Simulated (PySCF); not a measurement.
Stretching LiGa

Set-up: PySCF, no relativity, basis sets Li pcseg-1, Ga pcseg-1. Energies in eV from Li + Ga in their ground configurations at the same level. All curves are PBE0. state 1: ¹Σ⁺ (singlet), closed shell; state 2: ³Π (triplet), unpaired electrons σ ↑, π ↑, a second solution, started from another occupation; state 3: Ms = 0 determinant of mixed spin (⟨S²⟩ near 1.0), unpaired electrons σ ↑, π ↓, a second solution, started from another occupation; state 4: triplet, unpaired electrons π ↑↑, a second solution, started from another occupation.

```tsv
R (Å)	state 1	state 2	state 3	state 4
2.478	-0.6469	-0.7589	-0.4937	0.0439
2.593	-0.7611	-0.7783	-0.5229	0.1148
2.708	-0.8263	-0.7669	-0.5233	0.2053
2.795	-0.8503	-0.7444	-0.5108	0.2812
2.881	-0.8573	-0.7136	-0.4912	0.3610
2.967	-0.8505	-0.6772	-0.4669	0.4431
3.083	-0.8245	-0.6232	-0.4304	0.5534
3.227	-0.7717	-0.5523	-0.3823	0.6892
3.400	-0.6880	-0.4685	-0.3259	0.8453
3.630	-0.5564	-0.3668	-0.2576	1.0374
```

Problem. Put a parabola through the three lowest points of the state 1 curve and estimate Re, k and ωe (reduced mass 6.368 u; 1 eV/Å² = 0.16022 mdyn/Å; ωe = 1302.8·√(k/μ) cm⁻¹).

Solution. Through R = 2.795, 2.881, 2.967 Å the second-order coefficient is 0.933 eV/Å², so Re ≈ 2.882 Å, k ≈ 0.299 mdyn/Å and ωe ≈ 282 cm⁻¹. A polynomial fit of higher order to the unrounded PBE0 energies gives Re = 2.879 Å, k = 0.296 mdyn/Å, ωe = 281 cm⁻¹; anharmonicity and rounding make the difference.

The higher-order fit for each curve: state 1: Re = 2.879 Å, ωe = 281 cm⁻¹, De = 0.86 eV; state 2: Re = 2.601 Å, ωe = 309 cm⁻¹, minimum 0.78 eV below the ground-state fragments; state 3: Re = 2.650 Å, ωe = 273 cm⁻¹, minimum 0.53 eV below the ground-state fragments. State 4 gave no clean fit.

Closed-shell solutions of metal pairs were not tested for spin polarisation, which can lower them a little.
